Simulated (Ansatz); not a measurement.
Consider the redistribution: `F[Si@@H](Cl)[Si@@H](F)Cl` + `[SiH3][SiH2][S][GeH3]` → `F[SiH](Cl)[S][GeH3]` + `F[SiH](Cl)[SiH2][SiH3]`.

Computed with Ansatz on PBE0-D4/def2-TZVP structures; ΔE is electronic, products minus reactants. CCSD(T)/CBS adds triple-zeta CCSD(T) − MP2 to the extrapolated MP2 energy (def2 sets, frozen cores). DFT in def2-TZVPP. B3LYP here is the variant with VWN-RPA as its local correlation; programs differ in this. For Ge outer-core shells are correlated without core-valence functions, which leaves a few kJ/mol of doubt a bond. Scalar relativity is left out up to krypton. Each species was taken in one conformer, which may not be the lowest.

```
         level  ΔE (kcal/mol)  difference from CCSD(T)/CBS
     r2SCAN-D4           -7.7                         -0.7
      B3LYP-D4           -6.1                          0.9
       ωB97M-V           -7.5                         -0.5
        B2PLYP           -6.7                          0.3
           PBE           -6.9                          0.1
         B3LYP           -6.3                          0.7
MP2/def2-TZVPP           -7.4                         -0.4
 HF/def2-QZVPP           -5.7                          1.3
 MP2/CBS(def2)           -7.2                         -0.2
CCSD/CBS(def2)           -6.8                          0.2
   CCSD(T)/CBS           -7.0                            0
```

Largest T1 diagnostic among the species: 0.012.

In def2-TZVPP, CCSD(T) changes the Hartree–Fock value by −1.5 kcal/mol (the triples alone add −0.2 kcal/mol) and MP2 by −1.7 kcal/mol.
